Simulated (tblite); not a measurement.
Compound: C3H7FSi.
Z-matrix (Å and degrees, GFN2-xTB geometry), rows numbered from 1:
```
C 
C   1  1.3246
Si  2  1.8810  1  125.25
C   3  1.9226  2  107.40  1   132.60
F   4  1.3823  3  110.04  2    60.27
H   1  1.0797  2  122.58  3   179.89
H   1  1.0780  2  121.67  3    -0.12
H   2  1.0848  1  118.12  3  -179.90
H   3  1.4663  2  112.24  1    15.60
H   3  1.4662  2  110.94  1  -109.95
H   4  1.0925  3  112.59  2   178.53
H   4  1.0931  3  113.05  2   -58.25
```

Computed values, GFN2-xTB/tblite, gas phase, harmonic and unscaled. This tight-binding method is rough: wavenumbers can miss measured ones by several per cent, in bad cases by 10 to 20. Modes of hydrogen on silicon can be 10 to 20 % off. One conformer, not necessarily the lowest.

Harmonic wavenumbers (cm⁻¹): 36.7, 53.1, 137.7, 253.7, 294.8, 453.7, 514.5, 582.1, 651.6, 695.1, 729.5, 758.7, 789.6, 921.9, 1010.1, 1026.0, 1026.6, 1206.8, 1270.1, 1278.2, 1419.6, 1450.3, 1665.7, 2240.4, 2245.2, 2952.6, 2962.3, 3022.5, 3075.1, 3103.2.

A = 7721, B = 2024, C = 1750 MHz; mass 90.030 u (most abundant isotopes); point group C1, symmetry number 1.

Question: Zero-point energy?

Answer: ½Σν̃ = 18914 cm⁻¹ = 54.08 kcal/mol.

Question: Give the ideal-gas entropy at 350 K and 1 bar in the rigid-rotor, harmonic-oscillator model (classical rotation).

Answer: Translation 40.23, rotation 27.34, vibration 23.27: S = 90.8 cal/(mol K).

Question: And Cp and H(350 K) − H(0)?

Answer: Cp = 30.31 cal/(mol K), of which vibrations give 22.36 (their classical limit is 30 R = 59.6); H(350 K) − H(0) = 6.77 kcal/mol without the zero-point energy, 3.99 from vibrations.

Question: What must be added to the electronic energy to get the Gibbs energy at 350 K and 1 bar?

Answer: ZPE + [H(350 K) − H(0)] − T·S = 54.08 + 6.77 − 31.79 = 29.06 kcal/mol.

Question: Blend soft modes into free rotors: weight 1/[1 + (100 cm⁻¹/ν̃)⁴] for the oscillator and the rest for a rotor with moment μB/(μ + B), μ = h/(8π²ν), B = 10⁻⁴⁴ kg m². What vibrational entropy results?

Answer: 20.20 cal/(mol K) in place of 23.27, which changes −T·S at 350 K by +1.07 kcal/mol.

Question: How do the functions run with temperature in this model?

Answer: 
| T (K) | S (cal/(mol K)) | Cp (cal/(mol K)) | H − H(0) (kcal/mol) | G − H(0) (kcal/mol) | ln q(vib) |
| --- | --- | --- | --- | --- | --- |
| 100 | 64.8 | 14.7 | 1.18 | -5.31 | 1.71 |
| 200 | 76.8 | 20.7 | 2.93 | -12.42 | 3.49 |
| 300 | 86.4 | 27.2 | 5.33 | -20.59 | 5.15 |
| 500 | 103.0 | 37.9 | 11.92 | -39.58 | 8.41 |
| 800 | 123.2 | 47.9 | 24.92 | -73.63 | 13.00 |
| 1000 | 134.4 | 52.2 | 34.96 | -99.41 | 15.82 |

q(vib) and H(0) count from the zero-point level.

Hindered rotation and anharmonicity are outside this model. Other conformers, if any are populated, would add a mixing term that is left out. The structure is chiral; the term R ln 2 for an equal mix with its mirror image is left out.

The run took 0.17 s of wall time on one thread of an Intel Xeon 6975P-C, no GPU, on a shared host. The figure is for the frequency step alone.
